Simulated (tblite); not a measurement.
Compound: C₄H₁₂P₂Si.
Geometry (GFN2-xTB, Å), atoms numbered from 1 in this order:
```xyz
19
C4H12P2Si angstrom
C     -2.6533    0.8624   -1.4955
C     -2.8944    0.5732   -0.2271
P     -1.7636   -0.2288    0.9403
C     -0.7031   -1.2483   -0.1974
P      0.6619   -0.1608   -0.8587
C      1.6288    0.0487    0.6975
Si     3.3497    0.7918    0.3548
H     -3.3728    1.3912   -2.1000
H     -1.7298    0.5893   -1.9818
H     -3.8170    0.8937    0.2455
H     -2.6529   -1.2695    1.2499
H     -0.2785   -2.0731    0.3833
H     -1.2991   -1.6492   -1.0224
H      1.4224   -1.2313   -1.3620
H      1.0527    0.7255    1.3346
H      1.7019   -0.9109    1.2143
H      4.0858   -0.0926   -0.5525
H      4.0564    0.8845    1.6345
H      3.1950    2.1133   -0.2496
```

Calculated harmonic vibrations of the isolated species, GFN2-xTB (tblite), most abundant isotopes, no scaling. The method is semi-empirical: single wavenumbers can be off by several per cent or more. Modes of hydrogen on phosphorus and silicon can be 10 to 20 % off. One conformer, not necessarily the lowest.

Harmonic wavenumbers (cm⁻¹): 30.6, 43.4, 76.3, 97.5, 103.8, 148.2, 156.8, 218.0, 285.4, 384.2, 501.3, 507.4, 522.9, 627.8, 660.3, 678.2, 699.4, 720.9, 766.7, 773.4, 781.7, 789.8, 801.8, 828.4, 852.6, 862.9, 892.2, 924.0, 996.0, 998.6, 1017.6, 1064.2, 1114.8, 1136.2, 1243.2, 1380.6, 1399.5, 1418.8, 1656.2, 2206.5, 2221.3, 2250.7, 2256.4, 2284.7, 2916.6, 2925.2, 2937.7, 2945.0, 3012.5, 3078.5, 3102.6.

A = 2973, B = 628.8, C = 595.0 MHz; mass 150.018 u (most abundant isotopes); point group C1, symmetry number 1.

Task: What is the zero-point energy?

Result: Half the sum of the wavenumbers: 30150 cm⁻¹ = 360.67 kJ/mol.

Task: Entropy at 200 K, 1 bar (ideal gas, RRHO, classical rotation)?

Result: Translation 163.05, rotation 120.74, vibration 108.52: S = 392.3 J/(mol K).

Task: And Cp and H(200 K) − H(0)?

Result: Cp = 132.51 J/(mol K), of which vibrations give 99.25 (their classical limit is 51 R = 424.0); H(200 K) − H(0) = 17.51 kJ/mol without the zero-point energy, 10.85 from vibrations.

Task: Which modes carry the vibrational entropy at 200 K?

Result: 30.6 cm⁻¹: 20.92; 43.4 cm⁻¹: 18.03; 76.3 cm⁻¹: 13.41; 97.5 cm⁻¹: 11.43; 103.8 cm⁻¹: 10.93; 148.2 cm⁻¹: 8.16 J/(mol K); the other 45 give 25.64 together.

Task: How do the functions run with temperature in this model?

Result: 
```
T (K)  S (J/(mol K))  Cp (J/(mol K))  H − H(0) (kJ/mol)  G − H(0) (kJ/mol)  ln q(vib)
  100          317.3            90.8               6.45             -25.28       3.05
  300          455.4           181.9              33.24            -103.39       9.69
  500          567.9           259.1              77.92            -206.01      15.76
  800          705.9           327.4             166.85            -397.89      24.14
 1000          782.3           356.8             235.42            -546.89      29.21
```

q(vib) and H(0) count from the zero-point level.

Task: Blend soft modes into free rotors: weight 1/[1 + (100 cm⁻¹/ν̃)⁴] for the oscillator and the rest for a rotor with moment μB/(μ + B), μ = h/(8π²ν), B = 10⁻⁴⁴ kg m². What vibrational entropy results?

Result: 96.63 J/(mol K) in place of 108.52, which changes −T·S at 200 K by +2.38 kJ/mol.

Hindered rotation and anharmonicity are outside this model. Other conformers, if any are populated, would add a mixing term that is left out. The structure is chiral; the term R ln 2 for an equal mix with its mirror image is left out.
